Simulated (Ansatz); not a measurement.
`CC(C)BS` and `C[CH](C)[GeH]` differ in one atom or group.

Ansatz, PBE0-D4/def2-TZVP geometries, multiplicity 1. Each molecule was computed in one conformer, which needn't be the lowest.

Scalar relativity is left out up to krypton.

```
                                                                                  property  `CC(C)BS`
                                                     HOMO energy (ωB97M-V/def2-TZVPP) / eV     -10.34
                                                       HOMO–LUMO gap (PBE/def2-TZVPP) / eV       5.21
ideal-gas entropy at 298 K and 1 bar (rigid rotor, harmonic PBE0-D4/def2-TZVP) / J/(mol·K)        352
                                            zero-point energy (PBE0-D4/def2-TZVP) / kJ/mol      305.5
                                                         HOMO energy (PBE/def2-TZVPP) / eV      -6.97
                                                   HOMO–LUMO gap (ωB97M-V/def2-TZVPP) / eV      11.50
```

**Question.** Give the same properties after the change, and the shifts. (Estimate.)

**Answer.** The calculation gave: 
| property | `C[CH](C)[GeH]` | shift |
| --- | --- | --- |
| HOMO energy (ωB97M-V/def2-TZVPP) / eV | -8.26 | 2.08 |
| HOMO–LUMO gap (PBE/def2-TZVPP) / eV | 1.78 | -3.43 |
| ideal-gas entropy at 298 K and 1 bar (rigid rotor, harmonic PBE0-D4/def2-TZVP) / J/(mol·K) | 341 | -11 |
| zero-point energy (PBE0-D4/def2-TZVP) / kJ/mol | 258.8 | -46.7 |
| HOMO energy (PBE/def2-TZVPP) / eV | -5.14 | 1.83 |
| HOMO–LUMO gap (ωB97M-V/def2-TZVPP) / eV | 7.71 | -3.79 |

With PBE0 the HOMO rises by 1.97 eV and the LUMO falls by 1.70 eV, so the gap narrows by about 3.67 eV. PBE moves the HOMO by 1.83 eV and ωB97M-V by 2.08 eV. The zero-point energy changes by -46.7 kJ/mol with -6 modes. Modes under 60 cm⁻¹, often nearly free rotors, make the harmonic entropy too high.
